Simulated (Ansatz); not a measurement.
Consider the redistribution: `CN[Si](F)(F)NC` + `C[O][GeH2][OH]` → `CN[Si](F)(F)OC` + `C[NH][GeH2][OH]`.

Gas-phase electronic energies from Ansatz, PBE0-D4/def2-TZVP geometries. CCSD(T)/CBS adds triple-zeta CCSD(T) − MP2 to the extrapolated MP2 energy (def2 sets, frozen cores). Functionals use def2-TZVPP. B3LYP here is the variant with VWN-RPA as its local correlation; programs differ in this. For Ge outer-core shells are correlated without core-valence functions, which leaves a few kJ/mol of doubt a bond. Scalar relativity is left out up to krypton. Each species was taken in one conformer, which may not be the lowest.

| level | ΔE (kcal/mol) | difference from CCSD(T)/CBS |
| --- | --- | --- |
| PBE-D4 | -3.3 | 1.5 |
| r2SCAN-D4 | -3.8 | 1.0 |
| PBE0-D4 | -3.7 | 1.1 |
| ωB97M-V | -4.0 | 0.8 |
| B2PLYP | -4.3 | 0.5 |
| PBE | -3.5 | 1.3 |
| r2SCAN | -3.9 | 0.9 |
| PBE0 | -3.8 | 1.0 |
| B3LYP | -4.2 | 0.6 |
| HF/def2-TZVPP | -5.0 | -0.2 |
| CCSD/def2-TZVPP | -4.6 | 0.2 |
| HF/def2-QZVPP | -5.1 | -0.3 |
| MP2/def2-QZVPP | -4.7 | 0.1 |
| HF/CBS(def2) | -5.2 | -0.4 |
| MP2/CBS(def2) | -4.9 | -0.1 |
| CCSD/CBS(def2) | -4.9 | -0.1 |
| CCSD(T)/CBS | -4.8 | 0 |

Largest T1 diagnostic among the species: 0.012.
